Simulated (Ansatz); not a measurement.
Geometry optimisation, UKS B3LYP/def2-SVP in Ansatz 0.2.0.

Input file:

```yaml
crystal:
  periodic: [false, false, false]
  atoms:
    - { symbol: In, position_ang: [-0.02785, -0.30566, 0.171887] }
    - { symbol: Cl, position_ang: [0.075589, -1.869066, 2.043303] }
    - { symbol: O, position_ang: [1.672135, 0.065908, -0.788586] }
    - { symbol: H, position_ang: [2.431792, -0.291474, -0.306018] }
    - { symbol: O, position_ang: [-1.797112, 0.11804, -0.620301] }
    - { symbol: H, position_ang: [-2.528441, -0.226918, -0.085429] }
    - { symbol: F, position_ang: [-0.035914, 0.710571, 2.838743] }
magnetization:
  spin_polarized: true
  initial_magnetization: 1
basis:
  gaussian: { orbitals: def2-SVP }
hamiltonian:
  xc: b3lyp
relax:
  f_tol: 0.03
  max_steps: 50
output:
  orbitals: {}
```

Run as:

```bash
$ ansatz run input.yaml --threads 4 --pin off --max-ram 5120MiB --backend cpu --events-out ev --progress --plain --runs-dir out
```

Question: Where does it end, and by what steps?

Answer: The run converged. After 9 steps the energy has fallen by 0.856 eV; F7 moved furthest, 0.71 Å. Joined: In1–F7 (2.85 → 2.09 Å).

```csv
step,energy less start (eV),largest force component (eV/Å),accepted
0,0.0000,0.772,yes
1,-0.2910,0.966,yes
2,-0.5969,0.964,yes
3,-0.7868,0.910,yes
4,-0.8121,0.679,yes
5,-0.8287,0.808,yes
6,-0.8550,0.048,yes
7,-0.8559,0.044,yes
8,-0.8559,0.044,yes
9,-0.8561,0.005,yes
```

```xyz
7
Properties=species:S:1:pos:R:3
In -0.041 -0.149 0.185
Cl 0.028 -1.909 2.144
O 1.719 -0.040 -0.729
H 2.436 -0.072 -0.079
O -1.866 -0.017 -0.584
H -2.529 -0.040 0.122
F 0.044 0.429 2.194
```

Whether the end is a true minimum wasn't checked by a vibrational analysis.

Run time: 29 s on 4 threads of Arm Neoverse V2, on a shared host, peak memory 0.33 GiB.
